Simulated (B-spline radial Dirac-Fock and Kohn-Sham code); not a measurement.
Photoionisation of chromium ions at Cu Kα (8047.8 eV)

Level of theory: Dirac-Hartree-Slater photoionisation with all multipoles and Dirac-Fock thresholds; a B-spline atomic structure program. Cross sections in kb; a dash marks an empty subshell or a threshold above the photon energy.

```
  ion  configuration  total    1s  2p3/2     3s   3p1/2     3d5/2
 Cr⁴⁺       [Ar] 3d2  21.56  19.1  0.503  0.200  0.0370  0.000327
 Cr⁵⁺       [Ar] 3d1  21.57  19.1  0.503  0.208  0.0390  0.000183
Cr¹⁴⁺   [He] 2s2 2p6  21.44  19.2  0.532      –       –         –
Cr¹⁷⁺   [He] 2s2 2p3  21.50  19.5  0.305      –       –         –
Cr²²⁺            1s2  19.15  19.2      –      –       –         –
Cr²³⁺            1s1  10.19  10.2      –      –       –         –
```

Values without a named source are computed, but for edge energies of neutral atoms, which are taken from tables.
